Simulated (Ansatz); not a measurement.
Cost and result for the atomization energy of C2H6F2Si2, SMILES `C=C[Si](F)(F)[SiH3]` (12 atoms, 11 bonds).

```xyz
12

C     2.219   -0.361    0.711
C     0.929   -0.661    0.856
Si   -0.260   -0.598   -0.551
F     0.584   -0.404   -1.892
F    -1.005   -2.005   -0.672
Si   -1.885    1.084   -0.425
H     2.635   -0.090   -0.255
H     2.913   -0.381    1.545
H     0.561   -0.924    1.846
H    -2.829    0.985   -1.569
H    -2.640    0.940    0.849
H    -1.222    2.414   -0.443
```

Charge 0, multiplicity 1. All single points use the PBE0-D4/def2-TZVP geometry. It is one conformer, not always the lowest. Program: Ansatz. All runs use 2 threads of an AMD EPYC 7R13 on a shared host and a share of an NVIDIA H100 80 GB. Times are those of one run each, without the atoms' runs, and a repeat can differ threefold. Electronic energies, without spin–orbit coupling; frozen cores. CCSD(T)/CBS adds CCSD(T) − MP2 in def2-TZVPP to the MP2 limit, and its time is that of the two runs behind it. T1 = 0.013. B3LYP takes the VWN-RPA correlation (the form of Gaussian; ORCA's B3LYP/G).

CCSD(T)/CBS is a level of theory with its own doubt, some kJ/mol a heavy atom from the limit and from the frozen cores, so smaller differences don't rank the functionals.

| level | functions | wall time |
| --- | --- | --- |
| PBE0-D4/def2-TZVPP | 292 | 3 s |
| r2SCAN-D4/def2-TZVPP (with forces) | 292 | 3.6 s |
| B3LYP-D4/def2-TZVPP (with forces) | 292 | 3.6 s |
| B2PLYP/def2-TZVPP | 292 | 3.8 s |
| PBE-D4/def2-TZVPP (with forces) | 292 | 4.1 s |
| MP2/def2-QZVPP | 548 | 4.8 s |
| ωB97X-V/def2-TZVPP | 292 | 5.5 s |
| CCSD(T)/def2-TZVPP | 292 | 7 s |
| ωB97M-V/def2-TZVPP (with forces) | 292 | 7 s |
| CCSD(T)/CBS(def2) | – | 12 s |

Question: What atomization energy does each give, and how far from CCSD(T)/CBS? (Estimate.)

Answer: Computed: 
```
                             level  atomization (kJ/mol)  difference from CCSD(T)/CBS  per bond
                PBE0-D4/def2-TZVPP                4596.1                        -32.8      -3.0
r2SCAN-D4/def2-TZVPP (with forces)                4626.9                         -2.0      -0.2
 B3LYP-D4/def2-TZVPP (with forces)                4607.7                        -21.2      -1.9
                 B2PLYP/def2-TZVPP                4567.1                        -61.8      -5.6
   PBE-D4/def2-TZVPP (with forces)                4667.1                         38.2       3.5
                    MP2/def2-QZVPP                4658.6                         29.7       2.7
                ωB97X-V/def2-TZVPP                4633.8                          4.9       0.4
                CCSD(T)/def2-TZVPP                4506.5                       -122.4     -11.1
  ωB97M-V/def2-TZVPP (with forces)                4621.9                         -7.0      -0.6
                 CCSD(T)/CBS(def2)                4628.9                          0.0       0.0
```

The D4 term adds +44.6 kJ/mol with B3LYP and +23.6 kJ/mol with PBE0; it sums over pairs of atoms, weighted by their polarisabilities, and B3LYP, whose exchange is more repulsive, gets the larger term. In def2-TZVPP, CCSD(T) changes the Hartree–Fock value by +1017.7 kJ/mol (the triples alone add +61.8 kJ/mol) and MP2 by +1095.8 kJ/mol; breaking electron pairs costs correlation energy, which Hartree–Fock lacks. From PBE to PBE0 (25 % exact exchange), in def2-TZVPP and without D4, the atomization energy moves by −66.9 kJ/mol: exact exchange takes away binding that semilocal exchange gives to molecules.
